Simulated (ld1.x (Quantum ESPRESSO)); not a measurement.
**Pseudopotential generation for carbon: PAW, LDA (PZ), scalar-relativistic.**

The input file (ld1.x (Quantum ESPRESSO) 7.5):

```
&input
   title='C', zed=6., rel=1, dft='PZ', iswitch=3,
   config='[He] 2s2 2p2 3d-2',
   nld=3, rlderiv=1.80, eminld=-3.0, emaxld=5.0, deld=0.02
 /
 &inputp
   pseudotype=3, lpaw=.true., tm=.true., lloc=-1, rcloc=1.10,
   nlcc=.true., new_core_ps=.true.,
   which_augfun='PSQ', rmatch_augfun=0.95,
   file_pseudopw='C.UPF', file_wfcaegen='ae.wfc', file_wfcncgen='nc.wfc', file_beta='beta', file_chi='chi', file_wfcusgen='us.wfc'
 /
5
2S  1  0   2.00   0.00  1.30  1.35  0.0
2S  1  0   0.00   2.70  1.30  1.35  0.0
2P  2  1   2.00   0.00  1.40  1.65  0.0
2P  2  1   0.00  -0.05  1.40  1.65  0.0
3D  3  2  -2.00   0.05  1.00  1.20  0.0
 &test
   configts(1)='2s2 2p2'
 /
```

Command:

```bash
ld1.x < C.in > C.out
```

Output (shortened: banner, matrices, multipoles, cross overlaps and the repeated all-electron block are left out):

```
Program LD1 v.7.5

     !!!!!!!!!!!!!!!!!!! WARNING !!!!!!!!!!!!!!!!!!!!!!!
     Message from routine ld1_readin:
     US requires at least two energies per channel 3D
     !!!!!!!!!!!!!!!!!!!!!!!!!!!!!!!!!!!!!!!!!!!!!!!!!!!
     --------------------------- All-electron run ----------------------------

     C
     scalar relativistic calculation

     atomic number is  6.00
     dft =PZ   lsd =0 sic =0 latt =0  beta=0.20 tr2=1.0E-14
     Exchange-correlation= PZ
                           (   1   1   0   0   0   0   0)
     mesh =1073 r(mesh) = 100.30751 a.u. xmin = -7.00 dx = 0.01250
     1 Ry =  13.60569312 eV, c = 137.03599908

     n l     nl                  e(Ry)          e(Ha)          e(eV)
     1 0     1S 1( 2.00)       -19.9045        -9.9522      -270.8145
     2 0     2S 1( 2.00)        -1.0028        -0.5014       -13.6439
     2 1     2P 1( 2.00)        -0.3984        -0.1992        -5.4201

     final scf error:  4.8E-15 reached in  19 iterations

     Etot =     -74.880852 Ry,     -37.440426 Ha,   -1018.805888 eV

     Ekin =      74.467893 Ry,      37.233946 Ha,    1013.187298 eV
     Encl =    -175.155012 Ry,     -87.577506 Ha,   -2383.105341 eV
     Eh   =      35.264635 Ry,      17.632317 Ha,     479.799801 eV
     Exc  =      -9.458368 Ry,      -4.729184 Ha,    -128.687646 eV

     normalization and overlap integrals

     s(1S/1S) =  1.000000  <r> =   0.2727  <r2> =    0.1008  r(max) =   0.1752
     s(2S/2S) =  1.000000  <r> =   1.5829  <r2> =    3.0397  r(max) =   1.2162
     s(2P/2P) =  1.000000  <r> =   1.7944  <r2> =    4.2270  r(max) =   1.1862

     ------------------------ End of All-electron run ------------------------

     --------------------- Generating PAW atomic setup --------------------

      Generating local potential from pseudized AE potential:
      Matching radius rcloc =   1.1000

      Local pseudo, rcloc= 1.087 Estimated cut-off energy=    20.20 Ry

      Computing core charge for nlcc:

       r > 0.52 : true rho core
      Core charge pseudized with two Bessel functions
      Integrated core pseudo-charge :   1.17
      Wfc-us  2S rcutus= 1.361  Estimated cut-off energy=    24.57 Ry
      Wfc-us  2S rcutus= 1.361  Estimated cut-off energy=    36.34 Ry
      Wfc-us  2P rcutus= 1.662  Estimated cut-off energy=    27.81 Ry
      Wfc-us  2P rcutus= 1.662  Estimated cut-off energy=    29.06 Ry
      Wfc-us  3D rcutus= 1.201  Estimated cut-off energy=    70.32 Ry

     Required augmentation: PSQ   radius:    0.950000

     Q pseudized with Bessel functions
     Expected ecutrho=     419.1974 due to l1=  2   l2=  2

     Estimated PAW energy =  -17.076248 Ryd

     ------------------- End of pseudopotential generation -------------------

     Computing logarithmic derivative in   1.80310
     Computing logarithmic derivative in   1.80310
     Computing the partial wave expansion
     R is outside the sphere for l=    0 j= 0.00
     R is outside the sphere for l=    0 j= 0.00
     R is outside the sphere for l=    1 j= 0.00
     R is outside the sphere for l=    1 j= 0.00
     R is outside the sphere for l=    2 j= 0.00

     ---------------------- Testing the pseudopotential ----------------------

     C
     scalar relativistic calculation

     atomic number is  6.00   valence charge is  4.00
     dft = SLA  PZ   NOGX NOGC   lsd =0 sic =0 latt =0  beta=0.20 tr2=1.0E-14
     mesh =1073 r(mesh) = 100.30751 xmin = -7.00 dx = 0.01250

     n l     nl             e AE (Ry)        e PS (Ry)    De AE-PS (Ry)
     1 0     2S   1( 2.00)       -1.00281       -1.00281        0.00001
     2 1     2P   1( 2.00)       -0.39837       -0.39837        0.00000

     eps = 7.9E-15  iter =  3

     Etot =     -74.880852 Ry,     -37.440426 Ha,   -1018.805888 eV
     Etotps =   -17.076264 Ry,      -8.538132 Ha,    -232.334405 eV

     Ekin =      11.528298 Ry,       5.764149 Ha,     156.850482 eV
     Encl =     -27.891066 Ry,     -13.945533 Ha,    -379.477285 eV
     Ehrt =       8.744871 Ry,       4.372435 Ha,     118.980026 eV
     Ecxc =      -9.458366 Ry,      -4.729183 Ha,    -128.687628 eV
     (Ecc =      -2.361564 Ry,      -1.180782 Ha,     -32.130720 eV)

     ---------------------- End of pseudopotential test ----------------------
```

Generation and configuration tests took about 1.7 s on one core of a shared server CPU.

Transferability test of the new file with ld1.x, input:

```
&input
   title='C', zed=6., rel=1, dft='PZ', iswitch=2,
   config='[He] 2s2 2p2 3d-2'
 /
 &test
   file_pseudo='C.UPF', nconf=10,
   configts(1)='2s2 2p2',
   configts(2)='2s2 2p1',
   configts(3)='2s2 2p0',
   configts(4)='2s1 2p0',
   configts(5)='2s1 2p2',
   configts(6)='2s1 2p3',
   configts(7)='2s2 2p2.3',
   configts(8)='2s2 2p1.5',
   configts(9)='2s2 2p2', lsdts(9)=1,
   configts(10)='2s2 2p1', lsdts(10)=1
 /
```

```bash
ld1.x < C.test.in > C.test.out
```

Pseudopotential blocks of its output, shortened (energy terms left out):

```
     ---------------------- Testing the pseudopotential ----------------------

     n l     nl             e AE (Ry)        e PS (Ry)    De AE-PS (Ry)
     1 0     2S   1( 2.00)       -1.00281       -1.00281        0.00001
     2 1     2P   1( 2.00)       -0.39837       -0.39837        0.00000

     eps = 7.9E-15  iter =  3

     Etot =     -74.880852 Ry,     -37.440426 Ha,   -1018.805888 eV
     Etotps =   -17.076264 Ry,      -8.538132 Ha,    -232.334405 eV

     ---------------------- End of pseudopotential test ----------------------

          ---------------------- Testing the pseudopotential ----------------------

     n l     nl             e AE (Ry)        e PS (Ry)    De AE-PS (Ry)
     1 0     2S   1( 2.00)       -1.88207       -1.88217        0.00010
     2 1     2P   1( 1.00)       -1.25846       -1.25853        0.00007

     eps = 9.3E-16  iter =  7

     Etot =     -74.073263 Ry,     -37.036632 Ha,   -1007.818092 eV
     Etotps =   -16.268628 Ry,      -8.134314 Ha,    -221.345959 eV
     dEtot_ae =       0.807588 Ry
     dEtot_ps =       0.807636 Ry,   Delta E=      -0.000048 Ry

     ---------------------- End of pseudopotential test ----------------------

          ---------------------- Testing the pseudopotential ----------------------

     n l     nl             e AE (Ry)        e PS (Ry)    De AE-PS (Ry)
     1 0     2S   1( 2.00)       -2.95260       -2.95287        0.00027
     2 1     2P   1( 0.00)       -2.34072       -2.34055       -0.00017

     eps = 3.9E-15  iter =  9

     Etot =     -72.290231 Ry,     -36.145115 Ha,    -983.558698 eV
     Etotps =   -14.485527 Ry,      -7.242764 Ha,    -197.085635 eV
     dEtot_ae =       2.590621 Ry
     dEtot_ps =       2.590737 Ry,   Delta E=      -0.000116 Ry

     ---------------------- End of pseudopotential test ----------------------

          ---------------------- Testing the pseudopotential ----------------------

     n l     nl             e AE (Ry)        e PS (Ry)    De AE-PS (Ry)
     1 0     2S   1( 1.00)       -4.10639       -4.10845        0.00205
     2 1     2P   1( 0.00)       -3.53383       -3.53423        0.00039

     eps = 9.3E-15  iter =  5

     Etot =     -68.764525 Ry,     -34.382263 Ha,    -935.589027 eV
     Etotps =   -10.958825 Ry,      -5.479413 Ha,    -149.102413 eV
     dEtot_ae =       6.116326 Ry
     dEtot_ps =       6.117439 Ry,   Delta E=      -0.001112 Ry

     ---------------------- End of pseudopotential test ----------------------

          ---------------------- Testing the pseudopotential ----------------------

     n l     nl             e AE (Ry)        e PS (Ry)    De AE-PS (Ry)
     1 0     2S   1( 1.00)       -1.88868       -1.88890        0.00022
     2 1     2P   1( 2.00)       -1.26365       -1.26380        0.00015

     eps = 2.8E-15  iter =  7

     Etot =     -73.448949 Ry,     -36.724474 Ha,    -999.323857 eV
     Etotps =   -15.644263 Ry,      -7.822132 Ha,    -212.851045 eV
     dEtot_ae =       1.431903 Ry
     dEtot_ps =       1.432001 Ry,   Delta E=      -0.000098 Ry

     ---------------------- End of pseudopotential test ----------------------

          ---------------------- Testing the pseudopotential ----------------------

     n l     nl             e AE (Ry)        e PS (Ry)    De AE-PS (Ry)
     1 0     2S   1( 1.00)       -1.03516       -1.03523        0.00006
     2 1     2P   1( 3.00)       -0.42814       -0.42814       -0.00000

     eps = 3.8E-15  iter =  9

     Etot =     -74.275108 Ry,     -37.137554 Ha,   -1010.564331 eV
     Etotps =   -16.470482 Ry,      -8.235241 Ha,    -224.092323 eV
     dEtot_ae =       0.605743 Ry
     dEtot_ps =       0.605782 Ry,   Delta E=      -0.000039 Ry

     ---------------------- End of pseudopotential test ----------------------

          ---------------------- Testing the pseudopotential ----------------------

     n l     nl             e AE (Ry)        e PS (Ry)    De AE-PS (Ry)
     1 0     2S   1( 2.00)       -0.78826       -0.78827        0.00001
     2 1     2P   1( 2.30)       -0.19408       -0.19408        0.00000

     eps = 3.9E-15  iter =  9

     Etot =     -74.968981 Ry,     -37.484491 Ha,   -1020.004955 eV
     Etotps =   -17.164396 Ry,      -8.582198 Ha,    -233.533502 eV
     dEtot_ae =      -0.088130 Ry
     dEtot_ps =      -0.088132 Ry,   Delta E=       0.000002 Ry

     ---------------------- End of pseudopotential test ----------------------

          ---------------------- Testing the pseudopotential ----------------------

     n l     nl             e AE (Ry)        e PS (Ry)    De AE-PS (Ry)
     1 0     2S   1( 2.00)       -1.41471       -1.41474        0.00003
     2 1     2P   1( 1.50)       -0.79726       -0.79728        0.00003

     eps = 2.1E-15  iter =  7

     Etot =     -74.584754 Ry,     -37.292377 Ha,   -1014.777269 eV
     Etotps =   -16.780153 Ry,      -8.390076 Ha,    -228.305607 eV
     dEtot_ae =       0.296098 Ry
     dEtot_ps =       0.296111 Ry,   Delta E=      -0.000013 Ry

     ---------------------- End of pseudopotential test ----------------------

          ---------------------- Testing the pseudopotential ----------------------

     n l     nl             e AE (Ry)        e PS (Ry)    De AE-PS (Ry)
     1 0     2S   1( 1.00)       -1.05977       -1.05986        0.00008
     2 1     2P   1( 2.00)       -0.45144       -0.45139       -0.00004
     1 0     2S   2( 1.00)       -0.87817       -0.87823        0.00006
     2 1     2P   2( 0.00)       -0.28484       -0.28494        0.00010

     eps = 9.8E-15  iter = 11

     Etot =     -74.963786 Ry,     -37.481893 Ha,   -1019.934274 eV
     Etotps =   -17.159125 Ry,      -8.579563 Ha,    -233.461790 eV
     dEtot_ae =      -0.082935 Ry
     dEtot_ps =      -0.082861 Ry,   Delta E=      -0.000074 Ry

     ---------------------- End of pseudopotential test ----------------------

          ---------------------- Testing the pseudopotential ----------------------

     n l     nl             e AE (Ry)        e PS (Ry)    De AE-PS (Ry)
     1 0     2S   1( 1.00)       -1.93037       -1.93051        0.00014
     2 1     2P   1( 1.00)       -1.30698       -1.30701        0.00003
     1 0     2S   2( 1.00)       -1.81323       -1.81334        0.00011
     2 1     2P   2( 0.00)       -1.18964       -1.18979        0.00015

     eps = 7.5E-16  iter =  9

     Etot =     -74.102420 Ry,     -37.051210 Ha,   -1008.214783 eV
     Etotps =   -16.297755 Ry,      -8.148878 Ha,    -221.742257 eV
     dEtot_ae =       0.778432 Ry
     dEtot_ps =       0.778508 Ry,   Delta E=      -0.000077 Ry

     ---------------------- End of pseudopotential test ----------------------
```
